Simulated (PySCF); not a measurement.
Molecule: SMILES C/C(Cl)=C1\C[C@]1(C)F, C6H8ClF.

Bonds (- single, = double, # triple, : aromatic): C1-C2, C2-Cl3, C2=C4, C4-C5, C5-C6, C6-C7, C6-F8, C6-C4. C1 carries H9, H10, H11; C5 carries H12, H13; C7 carries H14, H15, H16. Stereochemistry as in C/C(Cl)=C1\C[C@]1(C)F. H12 is pro-R; H13 is pro-S.

Frames of a GFN2-xTB Langevin trajectory at 400 K; GIAO PBE0/pcSseg-1 shieldings in PySCF, gas phase, non-relativistic; equivalent atoms averaged within each frame.

Chemical shifts δ = σref − σ; ¹³C (σref 186.93), ¹H (σref 31.72) vs TMS; ³⁵Cl (σref 949.78) vs HCl; CFCl3 for ¹⁹F (σref 170.95), all at this level. The references are static minima.

How do the shifts (ppm) fluctuate along the trajectory?

Results:


```csv
time (fs),C2,C4,C6,C1,C7,C5,Cl3,F8,H13,H14/H15/H16
250,146.5,138.5,85.0,32.2,31.1,22.6,291,-185.7,2.89,2.59
425,129.9,117.6,81.7,23.4,21.4,19.0,287,-159.1,0.88,2.15
625,130.7,123.8,72.8,26.3,22.8,15.6,249,-187.7,0.64,1.81
800,146.9,133.8,74.1,26.7,28.8,30.3,273,-189.0,2.23,2.33
1000,144.3,133.0,86.3,28.0,20.2,27.9,330,-156.0,4.13,1.86
mean of frames,139.7,129.3,80.0,27.3,24.8,23.1,286,-175.5,2.15,2.15
standard deviation,8.6,8.4,6.2,3.2,4.8,6.1,30,16.4,1.45,0.33
```

5 frames give an uncertainty of the mean of about the standard deviation over 2.2 at best, since frames this close in time may not be independent; classical motion lacks zero-point vibration, and the reference would need the same averaging.
